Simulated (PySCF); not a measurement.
Isomers of C5H8O3Si.

All values: PBE0/pcSseg-1 (PySCF) at GFN2-xTB geometries, gas phase, one conformer each.

Question: Rank by HOMO energy, highest first.
A. `[CH3:1][O:2][c:3]1[o:4][cH:5][cH:6][c:7]1[SiH2:8][OH:9]` with C1–O2–C3–O4 0°, C6–C7–Si8–O9 180°, C7–Si8–O9–H 0°
B. `[CH:1]#[C:2][C:3](=[O:4])[O:5][Si@H:6]([CH3:7])[O:8][CH3:9]` with C2–C3–O5–Si6 178°, C3–O5–Si6–C7 -58°, O5–Si6–O8–C9 -55°
C. `[CH3:1][Si:2]([OH:3])([OH:4])[c:5]1[cH:6][cH:7][cH:8][o:9]1` with C1–Si2–O3–H 98°, C1–Si2–O4–H 67°, C1–Si2–C5–C6 97°

Answer: A (-6.18 eV), C (-6.61 eV), B (-8.31 eV).

Question: Rank by LUMO energy, highest first.
A. `[CH3:1][O:2][c:3]1[o:4][cH:5][cH:6][c:7]1[SiH2:8][OH:9]` with C1–O2–C3–O4 0°, C6–C7–Si8–O9 180°, C7–Si8–O9–H 0°
B. `[CH:1]#[C:2][C:3](=[O:4])[O:5][Si@H:6]([CH3:7])[O:8][CH3:9]` with C2–C3–O5–Si6 178°, C3–O5–Si6–C7 -58°, O5–Si6–O8–C9 -55°
C. `[CH3:1][Si:2]([OH:3])([OH:4])[c:5]1[cH:6][cH:7][cH:8][o:9]1` with C1–Si2–O3–H 98°, C1–Si2–O4–H 67°, C1–Si2–C5–C6 97°
D. `[CH3:1][O:2][C@@H:3]1[CH2:4][C:5](=[O:6])[SiH2:7][C:8]1=[O:9]` with C1–O2–C3–C4 -172°, O2–C3–C4–C5 -63°, C3–C4–C5–O6 160°, C4–C5–Si7–C8 -7°, C5–Si7–C8–O9 -146°

Answer: A (0.44 eV), C (0.03 eV), B (-1.45 eV), D (-1.94 eV).

Question: Rank by dipole moment, highest first.
A. `[CH:1]#[C:2][C:3](=[O:4])[O:5][Si@H:6]([CH3:7])[O:8][CH3:9]` with C2–C3–O5–Si6 178°, C3–O5–Si6–C7 -58°, O5–Si6–O8–C9 -55°
B. `[CH3:1][O:2][c:3]1[o:4][cH:5][cH:6][c:7]1[SiH2:8][OH:9]` with C1–O2–C3–O4 0°, C6–C7–Si8–O9 180°, C7–Si8–O9–H 0°
C. `[CH3:1][Si:2]([OH:3])([OH:4])[c:5]1[cH:6][cH:7][cH:8][o:9]1` with C1–Si2–O3–H 98°, C1–Si2–O4–H 67°, C1–Si2–C5–C6 97°
D. `[CH3:1][O:2][C@@H:3]1[CH2:4][C:5](=[O:6])[SiH2:7][C:8]1=[O:9]` with C1–O2–C3–C4 -172°, O2–C3–C4–C5 -63°, C3–C4–C5–O6 160°, C4–C5–Si7–C8 -7°, C5–Si7–C8–O9 -146°

Answer: B (3.44 D), A (2.57 D), D (2.42 D), C (1.07 D).

All values together:

```csv
SMILES,μ (D),HOMO (eV),LUMO (eV),lowest IAO charge (e),highest IAO charge (e),lowest Hirshfeld charge (e),highest Hirshfeld charge (e)
C#CC(=O)O[Si@H](C)OC,2.57,-8.31,-1.45,-0.748 (C),+1.326 (Si),-0.237 (O),+0.477 (Si)
COc1occc1[SiH2]O,3.44,-6.18,0.44,-0.805 (O),+1.043 (Si),-0.319 (O),+0.391 (Si)
C[Si](O)(O)c1ccco1,1.07,-6.61,0.03,-0.798 (O),+1.466 (Si),-0.317 (O),+0.486 (Si)
CO[C@@H]1CC(=O)[SiH2]C1=O,2.42,-6.59,-1.94,-0.386 (O),+0.600 (Si),-0.222 (O),+0.309 (Si)
```

Conformers: `[CH:1]#[C:2][C:3](=[O:4])[O:5][Si@H:6]([CH3:7])[O:8][CH3:9]` with C2–C3–O5–Si6 178°, C3–O5–Si6–C7 -58°, O5–Si6–O8–C9 -55°; `[CH3:1][O:2][c:3]1[o:4][cH:5][cH:6][c:7]1[SiH2:8][OH:9]` with C1–O2–C3–O4 0°, C6–C7–Si8–O9 180°, C7–Si8–O9–H 0°; `[CH3:1][Si:2]([OH:3])([OH:4])[c:5]1[cH:6][cH:7][cH:8][o:9]1` with C1–Si2–O3–H 98°, C1–Si2–O4–H 67°, C1–Si2–C5–C6 97°; `[CH3:1][O:2][C@@H:3]1[CH2:4][C:5](=[O:6])[SiH2:7][C:8]1=[O:9]` with C1–O2–C3–C4 -172°, O2–C3–C4–C5 -63°, C3–C4–C5–O6 160°, C4–C5–Si7–C8 -7°, C5–Si7–C8–O9 -146°.
